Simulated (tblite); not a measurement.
Species: C₆H₇NS.
Structure used (GFN2-xTB), in Å, numbered top down from 1:
```
atom  x, y, z in Å
N1     3.2508    0.1528   -0.9609
C2     2.3982   -0.3071   -0.3543
C3     1.3063   -0.8561    0.4077
C4     0.3547    0.2554    0.8712
C5    -0.3477    0.9433   -0.3047
C6    -1.6980    0.3102   -0.4579
C7    -2.1108   -0.4072    0.5755
S8    -0.9691   -0.5129    1.8992
H9     0.7612   -1.5710   -0.2164
H10    1.7122   -1.3889    1.2723
H11    0.8923    0.9621    1.5048
H12   -0.4732    2.0127   -0.1060
H13    0.2498    0.8486   -1.2146
H14   -2.2817    0.4793   -1.3459
H15   -3.0495   -0.9132    0.6958
```

Level: GFN2-xTB in tblite, geometry and Hessian alike; calculated harmonic values, unscaled, isolated species. The method is semi-empirical: single wavenumbers can be off by several per cent or more. One conformer, not necessarily the lowest.

Harmonic wavenumbers (cm⁻¹): 60.3, 83.2, 132.8, 264.0, 337.2, 375.2, 388.9, 501.9, 527.8, 659.1, 718.4, 760.4, 791.9, 832.7, 882.6, 899.8, 987.5, 992.6, 1030.2, 1075.7, 1095.3, 1126.6, 1151.4, 1181.3, 1228.0, 1264.7, 1295.2, 1299.5, 1423.1, 1467.5, 1653.3, 2411.2, 2935.4, 2954.9, 2969.7, 2974.8, 2980.1, 3117.3, 3151.1.

A = 3818, B = 1143, C = 961.1 MHz; mass 125.030 u (most abundant isotopes); point group C1, symmetry number 1.

Q: Zero-point energy?

A: ½Σν̃ = 24991 cm⁻¹ = 298.96 kJ/mol.

Q: Entropy at 350 K, 1 bar (ideal gas, RRHO, classical rotation)?

A: Translation 172.41, rotation 122.20, vibration 98.78: S = 393.4 J/(mol K).

Q: And Cp and H(350 K) − H(0)?

A: Cp = 146.58 J/(mol K), of which vibrations give 113.33 (their classical limit is 39 R = 324.3); H(350 K) − H(0) = 30.31 kJ/mol without the zero-point energy, 18.67 from vibrations.

Q: Which modes carry the vibrational entropy at 350 K?

A: 60.3 cm⁻¹: 19.93; 83.2 cm⁻¹: 17.28; 132.8 cm⁻¹: 13.45; 264.0 cm⁻¹: 8.03; 337.2 cm⁻¹: 6.23; 375.2 cm⁻¹: 5.49 J/(mol K); the other 33 give 28.37 together.

Q: What must be added to the electronic energy to get the Gibbs energy at 350 K and 1 bar?

A: ZPE + [H(350 K) − H(0)] − T·S = 298.96 + 30.31 − 137.69 = 191.58 kJ/mol.

Hindered rotation and anharmonicity are outside this model. Other conformers, if any are populated, would add a mixing term that is left out. The structure is chiral; the term R ln 2 for an equal mix with its mirror image is left out.
